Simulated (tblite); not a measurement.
Species: C6H11O2 (doublet state).
Numbering: `[CH3:1][C:2]([CH:3]=[O:4])[CH2:5][CH2:6][CH2:7][OH:8]` (hydrogens: H9, H10, H11 on C1; H12 on C3; H13, H14 on C5; H15, H16 on C6; H17, H18 on C7; H19 on O8)

Geometry (GFN2-xTB, Å), atoms numbered from 1 in this order:
```
atom  x, y, z in Å
C1    -2.415   -0.577    0.425
C2    -1.325   -0.175   -0.491
C3    -1.362   -0.589   -1.849
O4    -2.255   -1.262   -2.357
C5    -0.168    0.595    0.025
C6     0.991   -0.344    0.416
C7     2.230    0.453    0.809
O8     2.692    1.153   -0.325
H9    -2.020   -1.157    1.263
H10   -3.148   -1.171   -0.115
H11   -2.904    0.302    0.852
H12   -0.503   -0.254   -2.459
H13   -0.458    1.178    0.902
H14    0.216    1.269   -0.744
H15    0.692   -0.979    1.251
H16    1.242   -0.977   -0.435
H17    1.983    1.155    1.619
H18    3.003   -0.239    1.176
H19    3.497    1.628   -0.101
```

Computed geometry: GFN2-xTB, gas phase. This method treats the open shell by occupation alone, without spin polarisation.

Masses are those of the commonest isotopes; rigid-rotor values at the optimised geometry. The values belong to one conformer with, in the numbering `[CH3:1][C:2]([CH:3]=[O:4])[CH2:5][CH2:6][CH2:7][OH:8]`, C1–C2–C3–O4 1°, C1–C2–C5–C6 94°, C2–C5–C6–C7 174°, C5–C6–C7–O8 -65°, C6–C7–O8–H -177°.

**Question.** What are A, B and C (MHz)?

**Answer.** Ia = 124.13, Ib = 548.29, Ic = 623.12 u·Å²; 505379 MHz·u·Å²/I gives A = 4071, B = 921.7, C = 811.0 MHz.

**Question.** Classify the top.

**Answer.** A near-prolate asymmetric top: κ = (2 × 921.7 − 4071 − 811.0)/(4071 − 811.0) = -0.93.

**Question.** Is it planar, by Δ = Ic − Ia − Ib?

**Answer.** Not planar: Δ = Ic − Ia − Ib = -49.29 u·Å². For a rigid frame Δ = −2 Σ m c², so Σ m c² = 24.65 u·Å² lies off the ab plane: 9.60 from hydrogen and 15.04 from heavier atoms. The atom farthest from that plane is 1.31 Å away.

**Question.** Where do the levels up to J = 4 lie, in MHz?

**Answer.** Above 0(0,0):
J = 1: 1(0,1) 1733, 1(1,1) 4883, 1(1,0) 4993
J = 2: 2(0,2) 5196, 2(1,2) 8237, 2(1,1) 8570, 2(2,1) 18019, 2(2,0) 18022
J = 3: 3(0,3) 10382, 3(1,3) 13268, 3(1,2) 13932, 3(2,2) 23217, 3(2,1) 23231, 3(3,1) 39244, 3(3,0) 39244
J = 4: 4(0,4) 17285, 4(1,4) 19972, 4(1,3) 21079, 4(2,3) 30146, 4(2,2) 30189, 4(3,2) 46181, 4(3,1) 46182, 4(4,1) 68612, 4(4,0) 68612
The levels of one J sum to (2J + 1)J(J + 1)(A + B + C)/3.

For this open shell read J as N, the rotation without spin; fine and hyperfine splittings come on top. Its GFN2-xTB frequencies are all real (lowest 41 cm⁻¹). These are rigid-rotor constants of the computed structure; measured ground-state constants (B0) also hold zero-point vibration.
